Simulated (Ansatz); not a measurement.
Input file for C$_{2}$H$_{4}$F$_{3}$InO, SMILES `FC(F)(F)C[O][InH2]`:

```yaml
crystal:
  periodic: [false, false, false]
  atoms:
    - {symbol: F, position_ang: [0.249067, -0.666329, 2.155169]}
    - {symbol: C, position_ang: [-0.386677, -0.864663, 1.001854]}
    - {symbol: F, position_ang: [-1.385531, -1.722317, 1.225130]}
    - {symbol: F, position_ang: [0.496644, -1.490536, 0.178973]}
    - {symbol: C, position_ang: [-0.880594, 0.421841, 0.368531]}
    - {symbol: O, position_ang: [0.169246, 1.241036, 0.019071]}
    - {symbol: In, position_ang: [1.363274, 0.748772, -1.531984]}
    - {symbol: H, position_ang: [-1.525877, 0.908942, 1.111245]}
    - {symbol: H, position_ang: [-1.519951, 0.116056, -0.475699]}
    - {symbol: H, position_ang: [2.902078, 1.441487, -1.327730]}
    - {symbol: H, position_ang: [0.518312, -0.134269, -2.724571]}
basis:
  gaussian: {orbitals: def2-SVP}
correlation: {method: ccsd_t}
```

```sh
$ ansatz run in.yaml --threads 4 --pin off --events-out ev --progress --plain --max-ram 11315MiB
```

Output of Ansatz, abridged:

```
Functional definition: HF
1354 factors; integrals over basis functions are off by at most 1.1e-3 eV
mean field evaluation 1: about -17412.0695 eV, gradient 5.2e1 eV
mean field evaluation 2: about -17412.2537 eV, gradient 5.2e1 eV
mean field evaluation 4: about -17417.6575 eV, gradient 4.4e0 eV
mean field evaluation 8: about -17417.7295 eV, gradient 4.1e-1 eV
mean field -17417.72995533 eV, -640.0897696969 hartree, gradient 2.7e-6 eV, S^2 0.000000; 0 other end points of the search recorded, 0 dependent functions left out
10 core orbitals not correlated: weight in the atoms' cores, before any rotation towards them, 1.000 or more for the frozen orbitals, at most 0.000 for the correlated occupied ones
reference -17417.72995533 eV, -640.0897696969 hartree; 26, 26 occupied and 94, 94 virtual orbitals, 1354 factors
second order -29.68230741 eV of doubles, -0.00000000 eV of singles
cycle   1  -29.86061089 eV  change   -1.8e-1 eV  update   1.3e-1
cycle   2  -30.58017696 eV  change   -7.2e-1 eV  update   3.8e-2
cycle   3  -30.77064977 eV  change   -1.9e-1 eV  update   2.2e-2
cycle   4  -30.76264948 eV  change    8.0e-3 eV  update   5.8e-3
cycle   5  -30.75839244 eV  change    4.3e-3 eV  update   3.5e-3
cycle   6  -30.75973704 eV  change   -1.3e-3 eV  update   1.2e-3
cycle   7  -30.75952749 eV  change    2.1e-4 eV  update   5.4e-4
cycle   8  -30.75930705 eV  change    2.2e-4 eV  update   1.6e-4
cycle   9  -30.75940072 eV  change   -9.4e-5 eV  update   6.3e-5
cycle  10  -30.75943730 eV  change   -3.7e-5 eV  update   2.2e-5
perturbative correction -0.71303378 eV, -0.0262035080 hartree
Total energy: -17449.20242640 eV, -641.2463616761 hartree
```

Run time 38 s (4 threads of an Arm Neoverse V1 on a shared host); peak host memory 1.1 GiB.

Correlation energy per correlated electron: -0.605 eV. T1 diagnostic: 0.0127.
